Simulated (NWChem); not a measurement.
Molecule: C₃H₅F₃; SMILES C(F)(F)(CC)F

```xyz
11

C      0.0678     2.0691     0.0000
C     -0.8085     0.8296     0.0000
C     -0.0209    -0.4538     0.0000
F      0.7687    -0.5521    -1.0769
F     -0.8282    -1.5195     0.0000
F      0.7687    -0.5521     1.0769
H      0.7138     2.0969     0.8894
H      0.7138     2.0969    -0.8894
H     -0.5494     2.9782     0.0000
H     -1.4618     0.7989     0.8852
H     -1.4618     0.7989    -0.8852
```
Atoms are numbered in this order, from 1.

All runs: NWChem. Pople sets run with spherical d functions. STO-3G and 3-21G are far too small for this property and stand as cheap habits. All runs use the structure optimised with PBE0/def2-SVP. GIAO values for the isolated, static molecule; σ is the absolute isotropic shielding, δ = σ(reference) − σ with the isolated reference molecule computed at the same levels (13C: tetramethylsilane, 19F: trichlorofluoromethane, 1H: tetramethylsilane).

```tsv
level	δ C1 (ppm)	δ C2 (ppm)	δ C3 (ppm)	δ F4 (rotor mean) (ppm)	δ H7 (rotor mean) (ppm)	δ H10 (ppm)	relative time
PBE/pcSseg-1	8.4	31.8	137.6	-102.5	1.07	1.79	20
PBE0/pcSseg-1	8.0	30.5	132.2	-85.8	1.12	1.79	20
KT2/pcSseg-1	8.5	30.9	132.2	-110.0	1.07	1.78	20
Hartree-Fock/STO-3G	17.9	22.6	93.3	-62.5	0.97	1.16	1
Hartree-Fock/6-31G*	8.1	26.8	111.3	-49.7	1.24	1.78	8
```

Times are rough ratios from one shared machine.
